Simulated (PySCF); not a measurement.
Bonding in `C=C1CC2(CSC2)S1`

C6H8S2.
SMILES with atom numbers: `[CH2:1]=[C:2]1[CH2:3][C:4]2([CH2:5][S:6][CH2:7]2)[S:8]1` (hydrogens: H9, H10 on C1; H11, H12 on C3; H13, H14 on C5; H15, H16 on C7)

Structure used (GFN2-xTB), in Å, numbered top down from 1:
```xyz
16
C6H8S2 angstrom
C      2.887    0.253    0.581
C      1.585    0.053    0.536
C      0.501    0.529   -0.384
C     -0.631   -0.211    0.338
C     -1.804    0.612    0.855
S     -2.937   -0.119   -0.385
C     -1.461   -1.201   -0.470
S      0.536   -0.909    1.591
H      3.502   -0.191    1.342
H      3.374    0.875   -0.150
H      0.641    0.205   -1.417
H      0.381    1.614   -0.377
H     -1.703    1.692    0.771
H     -2.115    0.342    1.864
H     -1.118   -1.393   -1.485
H     -1.646   -2.141    0.047
```

Bond orders from the PBE0/pcSseg-1 density (PySCF). Isolated species at its GFN2-xTB geometry, gas phase.

How far do the computed orders between heavy atoms stray from the drawn ones?

The largest departure is 0.084, at C3–C4 (drawn single, 0.916).

Set the Mayer orders of the bonds between heavy atoms beside their lengths.

```
 bond  drawn as  length (Å)  Mayer order
C1–C2    double       1.318        1.949
C2–C3    single       1.499        0.948
C3–C4    single       1.534        0.916
C4–C5    single       1.524        0.941
C5–S6    single       1.832        0.989
S6–C7    single       1.832        0.989
C4–S8    single       1.849        1.048
S8–C2    single       1.771        1.026
C7–C4    single       1.524        0.941
```

Bonds between the same two heavy elements. C–C: lowest C3–C4 (0.916, 1.534 Å), highest C1–C2 (1.949, 1.318 Å). C–S: lowest C5–S6 and S6–C7 (0.989, 1.832 Å), highest C4–S8 (1.048, 1.849 Å); in 3 of the 6 pairs the longer bond (by over 0.003 Å) has the higher order (by 0.02 or more). Bonds named together lie within 0.004.

And the bonds to hydrogen?

C–H: 0.93 to 0.95 (8 bonds).

Sum the orders of all bonds at each heavy atom with more than one neighbour and set the sums beside the valence in the SMILES.

C1 3.825 (drawn 4), C2 3.923 (drawn 4), C3 3.747 (drawn 4), C4 3.846 (drawn 4), C5 3.810 (drawn 4), S6 1.978 (drawn 2), C7 3.810 (drawn 4), S8 2.074 (drawn 2). Orders between atoms that aren't bonded are not in these sums.

The Mayer order sums products of elements of PS (density times overlap matrix) between the two atoms' basis functions, so it depends on the basis set.

The run behind these numbers computed NMR shieldings as well. Hardware: an Arm Neoverse N1 with one thread (shared host). Cost: 52 s.
